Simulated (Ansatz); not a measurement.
Reaction (cleavage of the Si–Si bond): `[SiH3][SiH2][SiH2][GeH3]` + `[NH2][AlH2]` → `[AlH2][NH][SiH2][GeH3]` + `[SiH3][SiH3]`

Calculated with Ansatz (gas phase, PBE0-D4/def2-TZVP geometries, no zero-point term in ΔE). CBS: MP2 limit from def2 TZ/QZ plus the TZ coupled-cluster correction, frozen cores. This one scheme is used for every species. DFT in def2-TZVPP. For Ge outer-core shells are correlated without core-valence functions, which leaves a few kJ/mol of doubt a bond. Scalar relativity is left out up to krypton. One conformer a species, not always the lowest.

```json
{"level": "BLYP-D4", "ΔE (kJ/mol)": "-31.1"}
{"level": "r2SCAN-D4", "ΔE (kJ/mol)": "-28.1"}
{"level": "PBE0-D4", "ΔE (kJ/mol)": "-20.5"}
{"level": "ωB97M-V", "ΔE (kJ/mol)": "-37.1"}
{"level": "PBE", "ΔE (kJ/mol)": "-18.6"}
{"level": "r2SCAN0", "ΔE (kJ/mol)": "-31.1"}
{"level": "CAM-B3LYP", "ΔE (kJ/mol)": "-42.3"}
{"level": "CCSD/def2-SVP", "ΔE (kJ/mol)": "-34.0"}
```

Q: What does CCSD(T)/CBS give? (Best estimate.)

A: Computed: -33.5 kJ/mol. The listed levels differ from it by 2.4, 5.4, 13.0, -3.6, 14.9, 2.4, -8.8, -0.5 kJ/mol.

Q: What do rigid-rotor, harmonic-oscillator terms from PBE0-D4/def2-TZVP frequencies (298.15 K, 1 bar) make of the CCSD(T)/CBS value? (Best estimate.)

A: Ansatz gave: ΔZPE = -5.0 kJ/mol, ΔH = -39.8 kJ/mol, ΔS = -16 J/(mol·K), ΔG = -34.9 kJ/mol. Modes under 50 cm⁻¹ make the entropy rough.

Largest T1 diagnostic among the species: 0.013.

In def2-TZVPP, CCSD(T) changes the Hartree–Fock value by +19.8 kJ/mol (the triples alone add +2.8 kJ/mol) and MP2 by +15.9 kJ/mol. From BLYP to BHLYP (50 % exact exchange), in def2-TZVPP and without D4, ΔE moves by −9.2 kJ/mol.
